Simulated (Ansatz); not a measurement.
Consider the cleavage of the Si–B bond: `BB[SiH2]F` + orthosilicic acid → `O[Si](O)(O)O[SiH2]F` + `BB`.

Computed with Ansatz on PBE0-D4/def2-TZVP structures; ΔE is electronic, products minus reactants. CCSD(T)/CBS adds triple-zeta CCSD(T) − MP2 to the extrapolated MP2 energy (def2 sets, frozen cores). This one scheme is used for every species. Functionals use def2-TZVPP. One conformer a species, not always the lowest.

```csv
level,ΔE (kJ/mol)
revPBE-D4,-106.2
PBE0,-113.8
r2SCANh,-125.6
SCS-MP2/def2-QZVPP,-145.0
```

Q: What does CCSD(T)/CBS give? (Best estimate.)

A: Ansatz gave: -133.6 kJ/mol. The listed levels differ from it by 27.4, 19.8, 8.0, -11.4 kJ/mol.

Largest T1 diagnostic among the species: 0.014.

From BLYP to BHLYP (50 % exact exchange), in def2-TZVPP and without D4, ΔE moves by −22.1 kJ/mol. At CCSD(T), def2-SVP lies +8.7 kJ/mol from the extrapolated value and def2-TZVPP +0.3 kJ/mol.
